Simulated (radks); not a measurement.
Spherical jellium clusters: N electrons in a uniform positive sphere of charge N and radius rs N^(1/3), rs = 5.01 bohr. Level of theory: non-relativistic Kohn-Sham, LDA (Slater exchange, Perdew-Wang correlation), spin-polarised, spherical densities (a radial shooting solver with Libxc functionals). Levels are named by radial order and angular momentum (1s, 1p, 1d, 2s, ...), and open shells are averaged over m. Each electron was tried in the lowest free levels, single moves between levels near the top were tried too, and the lowest total energy was kept; such a search can miss a lower state. Energies include the self-energy of the background; IP and EA are vertical (highest electron removed, lowest free level filled), at fixed background; spill-out counts the electrons outside the background radius R, and alpha is the static dipole polarisability from linear response (closed shells only). A dash means not computed or, for alpha, an open shell; in EA it means that no bound solution was reached, which is typical of self-interaction and does not show that the anion is unstable. Real open-shell clusters deform, which this model forbids.

N        open shells  2S  E/N (eV)  E(N+1) + E(N-1) - 2E(N) (eV)  IP (eV)  EA (eV)  -e(HOMO) (eV)  spill-out (e)  alpha/R^3
1   1s(up 1, down 0)   1    -1.345                             -        -        -          2.601           0.31          -
2               none   0    -1.662                         0.753    4.425        -          2.674           0.46      1.467
3   1p(up 1, down 0)   1    -1.517                        -0.493    3.369        -          1.948           0.71          -
4   1p(up 2, down 0)   2    -1.568                        -0.321    3.748        -          2.330           0.85          -
5   1p(up 3, down 0)   3    -1.663                         0.257    3.946        -          2.568           0.95          -
6   1p(up 3, down 1)   2    -1.683                        -0.264    3.587    1.169          2.344           1.07          -
7   1p(up 3, down 2)   1    -1.736                        -0.187    3.786    1.393          2.558           1.17          -
8               none   0    -1.798                         0.798    3.912        -          2.709           1.25      1.326
9   1d(up 1, down 0)   1    -1.758                        -0.194    3.059        -          1.958           1.39          -
10  1d(up 2, down 0)   2    -1.746                        -0.161    3.226    1.099          2.140           1.51          -
11  1d(up 3, down 0)   3    -1.750                        -0.135    3.356    1.257          2.286           1.61          -
12  1d(up 4, down 0)   4    -1.765                        -0.114    3.459    1.390          2.405           1.69          -
13  1d(up 5, down 0)   5    -1.786                         0.267    3.541    1.152          2.505           1.76          -
14  1d(up 5, down 1)   4    -1.786                        -0.126    3.244    1.299          2.257           1.86          -
15  1d(up 5, down 2)   3    -1.793                        -0.107    3.349    1.424          2.372           1.94          -
16  1d(up 5, down 3)   2    -1.807                        -0.092    3.435    1.531          2.470           2.02          -
17  1d(up 5, down 4)   1    -1.824                        -0.080    3.506    1.624          2.553           2.09          -
18              none   0    -1.844                         0.166    3.566    1.489          2.624           2.16      1.250
19  2s(up 1, down 0)   1    -1.853                         0.186    3.381    1.348          2.455           2.29          -
20              none   0    -1.851                         0.177    3.189    1.183          2.296           2.47      1.273
21  1f(up 1, down 0)   1    -1.842                        -0.086    3.019    1.278          2.139           2.55          -
22  1f(up 2, down 0)   2    -1.837                        -0.078    3.090    1.364          2.217           2.61          -
23  1f(up 3, down 0)   3    -1.836                        -0.071    3.152    1.441          2.288           2.68          -
24  1f(up 4, down 0)   4    -1.838                        -0.065    3.208    1.512          2.351           2.73          -
25  1f(up 5, down 0)   5    -1.842                        -0.059    3.257    1.577          2.409           2.79          -
26  1f(up 6, down 0)   6    -1.849                        -0.054    3.302    1.636          2.461           2.84          -
27  1f(up 7, down 0)   7    -1.857                         0.229    3.342    1.416          2.509           2.89          -
28  1f(up 7, down 1)   6    -1.856                        -0.063    3.099    1.488          2.287           2.96          -
29  1f(up 7, down 2)   5    -1.857                        -0.058    3.153    1.554          2.347           3.02          -
30  1f(up 7, down 3)   4    -1.860                        -0.053    3.202    1.614          2.401           3.08          -
31  1f(up 7, down 4)   3    -1.865                        -0.049    3.245    1.669          2.451           3.14          -
32  1f(up 7, down 5)   2    -1.871                             -    3.285    1.720          2.497           3.19          -

All shells are closed at N = 2, 8, 18, 20 (there: 1s2 1p6 1d10 2s2); the second difference of the energy has clear peaks (12 % above both neighbours; the first and last values, which can be the largest, are not judged, and half-filled shells can peak too) at N = 5, 8, 13, 27.
